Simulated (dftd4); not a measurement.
C2H2Cl2, charge +1, doublet, geometry from GFN2-xTB (a state made from the parent by changing its charge; the spin is typed, not shown lowest); dftd4 with D4 for pbe0.

Here is a job for dftd4.
```
$ dftd4 mol.xyz --func pbe0 --charge 1 --json dftd4.json --noedisp

# file mol.xyz
6

Cl     2.07534641     0.35490021     0.01824010
C      0.58309707    -0.36698332    -0.00102571
C     -0.58309707     0.36698332     0.00102571
Cl    -2.07534641    -0.35490021    -0.01824010
H      0.55808438    -1.45509337    -0.01552916
H     -0.55808438     1.45509337     0.01552916
```

The log (banner, timings and long lists left out):

```
                    ____  _____ _____     ____  _  _
      -------------|  _ \|  ___|_   _|---|  _ \| || |------------
     |             | | | | |_    | | ___ | | | | || |_           |
     |             | |_| |  _|   | ||___|| |_| |__   _|          |
     |             |____/|_|     |_|     |____/   |_|            |
     |             ===================================           |
     |            E. Caldeweyher, S. Ehlert & S. Grimme          |
     |          Mulliken Center for Theoretical Chemistry        |
     |                    University of Bonn                     |
      -----------------------------------------------------------

Rational (Becke-Johnson) damping: pbe0-D4-ATM
---------------------
  s6         1.0000
  s8         1.2007
  s9         1.0000
  a1         0.4009
  a2         5.0293
 alp        16.0000
--------------------

Dispersion energy:      -3.5702995274089E-03 Eh

[Info] JSON dump of results written to 'dftd4.json'
```
